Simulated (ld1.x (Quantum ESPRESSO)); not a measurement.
PBE TM dataset for Al, non-relativistic all-electron reference.

| Property | Result |
| --- | --- |
| Element | Al |
| Generator | ld1.x (Quantum ESPRESSO) 7.5 |
| Type | norm-conserving Troullier–Martins (Kleinman–Bylander form) |
| Functional | PBE |
| Relativity | non-relativistic |
| Frozen core | [Ne] |
| Valence charge | 3 |
| Reference configuration | 3s2 3p0.75 (charge +0.25) |
| Partial waves | 3p (bound): rc 1.80 bohr; 3s (bound): rc 1.55 bohr |
| Local potential | the s channel |
| Core correction | none |

All-electron outer shells of the reference configuration (PBE, non-relativistic, ld1.x):

| shell | level (eV) | outermost node (bohr) | outermost maximum (bohr) |
| --- | --- | --- | --- |
| 3s | -9.35 | 0.80 | 2.09 |
| 3p | -4.16 | 0.82 | 2.58 |

What the tests gave:

```
Cutoffs needed           : 25 Ry and 55 Ry (the cutoffs (Ry, on a coarse ladder) from which the occupation-weighted sum of valence levels, in a spherical-Bessel basis at the reference potential, stays within 10 and 1 mRy of its value at 400 Ry)
Ghost test               : no extra level below or beside the all-electron valence levels (p, s, d, f tested) (spherical-Bessel basis up to 400 Ry, 20 bohr box)
Largest excitation error : +42 meV (all-electron minus pseudo) for 3s0 3p3, out of 7 test configurations
```

Generation and tests took about 1.1 s on one core of a shared server CPU.
